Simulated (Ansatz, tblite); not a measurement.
Removing and adding an electron: the cluster SnBr2. Total charge 0; singlet. Geometry: r2SCAN-D4/def2-TZVP. Ansatz, gas phase; energy differences of separate SCF runs; the oxidised species was run as a doublet alone; the reduced species was run as a doublet alone.

```tsv
atom	x (Å)	y (Å)	z (Å)
Sn1	0.517	-0.563	0.776
Br2	-0.933	1.495	0.941
Br3	0.416	-0.932	-1.717
```

In the def2 sets Sn takes a core potential; there is no spin–orbit coupling. The xTB rows come from tblite. The structure comes from a short search, and lower isomers may exist.

```json
{"level": "GFN1-xTB", "−HOMO (eV)": "11.05", "vertical IE (eV)": "14.81", "−LUMO (eV)": "7.65", "vertical EA (eV)": "4.05", "HOMO–LUMO gap (eV)": "3.40", "IE − EA (eV)": "10.76", "remarks": "–"}
{"level": "GFN2-xTB", "−HOMO (eV)": "11.36", "vertical IE (eV)": "14.63", "−LUMO (eV)": "7.54", "vertical EA (eV)": "4.97", "HOMO–LUMO gap (eV)": "3.82", "IE − EA (eV)": "9.66", "remarks": "–"}
{"level": "PBE-D4/def2-TZVP", "−HOMO (eV)": "6.70", "vertical IE (eV)": "9.44", "−LUMO (eV)": "3.85", "vertical EA (eV)": "–", "HOMO–LUMO gap (eV)": "2.85", "IE − EA (eV)": "–", "remarks": "–"}
{"level": "PBE-D4/def2-TZVPD", "−HOMO (eV)": "6.74", "vertical IE (eV)": "–", "−LUMO (eV)": "3.89", "vertical EA (eV)": "1.44", "HOMO–LUMO gap (eV)": "2.85", "IE − EA (eV)": "–", "remarks": "HOMO above zero (-1 doublet)"}
{"level": "r2SCAN-D4/def2-TZVP", "−HOMO (eV)": "6.99", "vertical IE (eV)": "9.62", "−LUMO (eV)": "3.82", "vertical EA (eV)": "–", "HOMO–LUMO gap (eV)": "3.17", "IE − EA (eV)": "–", "remarks": "–"}
{"level": "r2SCAN-D4/def2-TZVPD", "−HOMO (eV)": "7.01", "vertical IE (eV)": "–", "−LUMO (eV)": "3.84", "vertical EA (eV)": "1.60", "HOMO–LUMO gap (eV)": "3.17", "IE − EA (eV)": "–", "remarks": "HOMO above zero (-1 doublet)"}
{"level": "PBE0-D4/def2-TZVP", "−HOMO (eV)": "7.73", "vertical IE (eV)": "9.65", "−LUMO (eV)": "3.23", "vertical EA (eV)": "–", "HOMO–LUMO gap (eV)": "4.50", "IE − EA (eV)": "–", "remarks": "–"}
{"level": "PBE0-D4/def2-TZVPD", "−HOMO (eV)": "7.75", "vertical IE (eV)": "–", "−LUMO (eV)": "3.26", "vertical EA (eV)": "1.58", "HOMO–LUMO gap (eV)": "4.50", "IE − EA (eV)": "–", "remarks": "HOMO above zero (-1 doublet)"}
```

Relaxing the oxidised species (r2SCAN-D4/def2-TZVP) changes its energy by -0.13 eV at PBE-D4/def2-TZVP, so the adiabatic ionisation energy to this nearest minimum is 9.31 eV. At PBE0-D4/def2-TZVP it is 9.43 eV.     A HOMO above zero means that the electron is unbound at that level or that self-interaction error raises the level; the energy of removing that electron tells which. Raw xTB energy differences between charge states are shifted by several eV; the methods need an empirical correction for them.
